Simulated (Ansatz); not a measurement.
A search over several starts for the lowest SCF solution of Cu2Ag7 at the given spin, in a small basis.

```yaml
crystal:
  periodic: [false, false, false]
  atoms:
    - {symbol: Ag, position_ang: [-0.826827, -1.856251, 0.370347]}
    - {symbol: Ag, position_ang: [-0.504593, 2.635186, 0.577703]}
    - {symbol: Ag, position_ang: [2.107648, 1.533823, 0.868562]}
    - {symbol: Ag, position_ang: [1.060770, -1.668429, -1.907078]}
    - {symbol: Ag, position_ang: [1.843713, -1.247315, 0.794507]}
    - {symbol: Ag, position_ang: [-1.566300, -0.587232, -2.180969]}
    - {symbol: Ag, position_ang: [-2.285724, 0.495807, 0.343450]}
    - {symbol: Cu, position_ang: [0.248313, 0.426846, -0.634721]}
    - {symbol: Cu, position_ang: [-0.076988, 0.267554, 1.768189]}
basis:
  gaussian: {orbitals: def2-SVP, initial_orbitals: start.molden}
magnetization: {spin_polarized: true, initial_magnetization: 1}
hamiltonian: {xc: pbe, dispersion: d4}
output: {orbitals: {seedname: orbitals}}
```

The file start.molden holds the orbitals of an earlier run on this structure, at another level or in another basis.

```sh
$ ansatz run in.yaml --threads 6 --pin off --events-out ev --progress --plain --max-ram 7833MiB
```

Output, abridged:

```
Functional definition: PBE
2742 factors; their error is unknown
mean field evaluation 1: about -117258.3035 eV, gradient 8.0e0 eV
mean field evaluation 2: about -117258.8017 eV, gradient 5.6e-1 eV
mean field evaluation 4: about -117258.7303 eV, gradient 7.6e-2 eV
mean field evaluation 8: about -117258.7303 eV, gradient 2.1e-5 eV
mean field evaluation 16: about -117251.3785 eV, gradient 4.7e1 eV
mean field evaluation 32: about -117256.2196 eV, gradient 8.0e0 eV
mean field evaluation 64: about -117257.1389 eV, gradient 3.5e-1 eV
mean field -117258.73028914 eV, -4309.1788573040 hartree, gradient 2.1e-5 eV, S^2 0.753062; 9 other end points of the search recorded, 0 dependent functions left out
reference -117258.73033961 eV, -4309.1788591585 hartree; 96, 95 occupied and 183, 184 virtual orbitals, 2742 factors
Total energy: -117259.81889256 eV, -4309.2188627418 hartree
```

It took 59 s on 6 threads of Intel Xeon on a shared host, peak host memory 1.1 GiB.

In the def2 sets Ag takes a core potential; there is no spin–orbit coupling. The structure comes from a short search, and lower isomers may exist.
